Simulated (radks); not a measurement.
The numbers below are computed, except where a source is named.
Question: Radial electron density D(r) = 4 pi r^2 rho(r) of an atom or ion with 6 electrons. Code: a radial shooting solver on a logarithmic mesh with Libxc functionals. Model: scalar-relativistic Kohn-Sham, PBE, spin-polarised, spherical densities, finite nucleus; Fermi nuclear charge, rms radius of each element as measured or else 0.836 A^(1/3) + 0.57 fm.

| r (bohr) | D(r) (e/bohr) | spin D(r) |
|---|---|---|
| 0.003731 | 0.3636 | -0.000157 |
| 0.00463 | 0.5438 | -0.000231 |
| 0.005747 | 0.8078 | -0.000336 |
| 0.00719 | 1.207 | -0.000485 |
| 0.008923 | 1.761 | -0.000668 |
| 0.01116 | 2.569 | -0.000879 |
| 0.01385 | 3.640 | -0.00103 |
| 0.0172 | 5.058 | -0.000946 |
| 0.02151 | 6.935 | -0.000128 |
| 0.0267 | 9.116 | 0.00238 |
| 0.0334 | 11.63 | 0.00898 |
| 0.04146 | 14.03 | 0.0234 |
| 0.05145 | 15.97 | 0.0534 |
| 0.06437 | 16.92 | 0.115 |
| 0.07989 | 16.35 | 0.224 |
| 0.09995 | 14.11 | 0.420 |
| 0.124 | 10.89 | 0.718 |
| 0.154 | 7.729 | 1.14 |
| 0.1926 | 5.804 | 1.67 |
| 0.239 | 5.766 | 2.18 |
| 0.2991 | 6.868 | 2.54 |
| 0.3712 | 7.515 | 2.55 |
| 0.4606 | 6.717 | 2.26 |
| 0.5763 | 4.705 | 1.83 |
| 0.7153 | 2.804 | 1.49 |
| 0.8948 | 1.588 | 1.21 |
| 1.111 | 0.9427 | 0.877 |
| 1.378 | 0.4822 | 0.476 |
| 1.724 | 0.1645 | 0.164 |
| 2.14 | 0.03428 | 0.0343 |
| 2.677 | 0.003298 | 0.00330 |
| 3.323 | 0.0001467 | 0.000147 |

What is the nuclear charge?

Answer: Z = 15. The innermost maximum, from 1s, lies near gamma/Z bohr with gamma = sqrt(1 - (Z/c)^2) = 0.994, here 0.0663 bohr (found: 0.0665), and its height grows with Z. The density is that of the phosphorus ion P9+ in [He] 2s2 2p1 3d1; the configuration itself is not fixed sharply by these data, and Z only to about a unit. D(r) has 2 maxima, at r = 0.0665, 0.371 bohr, and minima at 0.215 bohr, inside which lie 2.17 electrons.
